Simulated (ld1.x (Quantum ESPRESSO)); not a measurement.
**Cutoff test, iodine, ultrasoft**

ld1.x (Quantum ESPRESSO) 7.5 input, shortened:

```
&input
   title='I', zed=53., rel=1, dft='PBE', iswitch=3,
   config='[Kr] 4d10 5s2 5p3'
 /
 &inputp
   pseudotype=3, tm=.true., lloc=-1, rcloc=1.72,
   nlcc=.false.,
   which_augfun='PSQ', rmatch_augfun=0.70
 /
6
4S  1  0   2.00   0.00  1.00  1.10  0.0
5S  2  0   2.00   0.00  1.00  1.10  0.0
4P  2  1   6.00   0.00  1.05  1.10  0.0
5P  3  1   3.00   0.00  1.05  1.10  0.0
4D  3  2  10.00   0.00  1.55  1.70  0.0
4D  3  2   0.00  -3.00  1.55  1.70  0.0
 &test
   configts(1)='4s2 4p6 4d10 5s2 5p3'
 /
```

The pseudo-atom Hamiltonian at the reference potential is diagonalised in spherical Bessel functions j_l(qr) that vanish at 20 bohr, with q² up to the cutoff. All-electron valence levels (Ry): 4s -14.7730, 5s -2.6462, 4p -10.8744, 5p -1.7993, 4d -5.1880.

**Question.** How do the lowest levels (Ry) of each channel move with the cutoff, and are there ghosts?

**Answer.**

| cutoff (Ry) | s #1 | s #2 | p #1 | p #2 | d #1 | f #1 | Σ f·Δε (mRy) |
| --- | --- | --- | --- | --- | --- | --- | --- |
| 8 | -11.6601 | -1.8988 | -5.6115 | -1.0334 | -3.5997 | -0.3344 | 57486.2 |
| 21 | -14.3506 | -2.4776 | -9.6169 | -1.4929 | -5.1095 | -0.3401 | 10438.1 |
| 45 | -14.7690 | -2.6333 | -10.8123 | -1.7076 | -5.1873 | -0.3405 | 695.2 |
| 70 | -14.7722 | -2.6462 | -10.8726 | -1.7787 | -5.1880 | -0.3405 | 81.2 |
| 120 | -14.7730 | -2.6472 | -10.8743 | -1.7999 | -5.1881 | -0.3405 | 2.7 |
| 230 | -14.7731 | -2.6473 | -10.8745 | -1.8002 | -5.1881 | -0.3405 | 0.3 |
| 400 | -14.7731 | -2.6473 | -10.8745 | -1.8002 | -5.1881 | -0.3405 | 0.0 |

Result: no extra level below or beside the all-electron valence levels (s, p, d, f tested); 10 mRy is reached at 100 Ry and 1 mRy at 180 Ry.

Test run stopped at test 1 of 7 (negative rho).
